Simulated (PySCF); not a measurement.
An unknown gives this computed stick spectrum. Method: TDDFT CAM-B3LYP/def2-SVPD, vertical, gas phase, core orbitals frozen in the response in PySCF 2.14.0, density-fitted response routines. Geometries: PBE0-D3(BJ)/def2-SVP, one conformer each.

```
state  E (eV)       f  main configurations (H = HOMO, L = LUMO)
   S1    4.70   0.019                  H→L+1 (65%), H-1→L (28%)
   S2    4.91   0.283                                 H→L (86%)
   S3    5.23   0.018                               H-2→L (98%)
   S4    5.74  0.0001                             H-2→L+1 (98%)
   S5    6.00   0.210                  H-1→L (66%), H→L+1 (27%)
   S6    6.44  0.0001                  H-5→L (71%), H-3→L (26%)
   S7    6.58  0.0031                  H→L+2 (81%), H→L+4 (15%)
   S8    6.63   0.635                             H-1→L+1 (89%)
   S9    6.90  0.0007                               H→L+3 (85%)
  S10    6.94  0.0003                               H→L+6 (77%)
```

Task: Which structure fits?
A. `c1cc(ccp1)C1CC1`
B. `p1c(cc(c(C)c1)C=O)Cl`
C. `CC(C)C1CCCCC1`

Result: A. Its S1 lies at 4.70 eV; the nearest of the others has S1 at 3.65 eV. S1 is HOMO→LUMO+1 (65%), HOMO-1→LUMO (28%). Löwdin shares by element: HOMO carbon 38% or more, phosphorus 26% (atoms not listed hold the other 36%); LUMO carbon 45% or more, phosphorus 34% (atoms not listed hold the other 21%). At the same level the other candidates give, for their lowest levels:
- `CC(C)C1CCCCC1`: 8.26 eV (f 0.001); 8.31 eV (f 0.002); 8.56 eV (f 0.010); 8.59 eV (f 0.005); 8.70 eV (f 0.014); T1 8.07 eV; HOMO -9.55, LUMO 1.40 eV
- `Cc1cpc(Cl)cc1C=O`: 3.65 eV (f 0.000); 4.04 eV (f 0.069); 4.57 eV (f 0.178); 4.75 eV (f 0.015); 5.53 eV (f 0.372); T1 2.68 eV; HOMO -8.50, LUMO -1.84 eV

The values belong to the conformer `[cH:1]1[cH:2][c:3]([CH:4]2[CH2:5][CH2:6]2)[cH:7][cH:8][p:9]1`: C2–C3–C4–C5 -145°.
Triplets come from the Tamm–Dancoff approximation.

Without π bonds the low states are Rydberg-like; a valence basis with one diffuse set may place them up to an eV too high.
